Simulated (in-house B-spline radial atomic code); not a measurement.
# Ionising the xenon ion Xe⁴⁺ with different functionals

Computed with a radial B-spline atomic code at the basis-set limit: scalar-relativistic (spin-free X2C) Hamiltonian, Fermi nucleus of rms radius 4.7859 fm, spin-polarised at highest spin, spherical fractional occupations for the functionals, the average over the highest-spin determinants for Hartree-Fock. The ionisation energy is the difference of two self-consistent energies, [Kr] 4d10 5s2 5p2 → [Kr] 4d10 5s2 5p1, without Breit or QED terms; ε is the level of the shell that loses the electron (its least bound occupied spin orbital). There is no spin-orbit coupling in this Hamiltonian.

Hybrids are left out here: with spherical fractional occupations of an open shell their exact exchange keeps a self-interaction that integer-occupation calculations don't have.

| method | rung | ΔSCF (eV) | -ε(5p) (eV) |
| --- | --- | --- | --- |
| Hartree-Fock | Hartree-Fock | 53.52 | 53.78 |
| LDA VWN5 | LDA | 54.49 | 48.94 |
| LDA PW92 | LDA | 54.48 | 48.93 |
| LDA exchange-only | LDA | 53.28 | 47.77 |
| PBE | GGA | 54.22 | 48.75 |
| PBEsol | GGA | 54.30 | 48.81 |
| BLYP | GGA | 54.09 | 48.53 |
| RPBE | GGA | 54.15 | 48.71 |
| PW91 | GGA | ? | ? |
| BP86 | GGA | 54.38 | 48.87 |
| AM05 | GGA | ? | ? |
| OLYP | GGA | 54.23 | 48.78 |
| TPSS | meta-GGA | 54.23 | 48.81 |
| SCAN | meta-GGA | 54.51 | 49.15 |
| r2SCAN | meta-GGA | 54.49 | 49.15 |
| revTPSS | meta-GGA | 54.24 | 48.85 |

Task: What does PW91 give?

Result: ΔSCF 54.33 eV, and -ε(5p) = 48.84 eV.

Task: What does AM05 give?

Result: ΔSCF 54.28 eV, and -ε(5p) = 48.79 eV.

Task: How do they compare with the NIST value?

Result: NIST lists 54.1 eV ± 0.5 (semi-empirical, ground level to ground level). Errors run from -0.82 to +0.41 eV; all lie within about twice that uncertainty, so the table can't rank the methods. Hartree-Fock also lacks correlation.
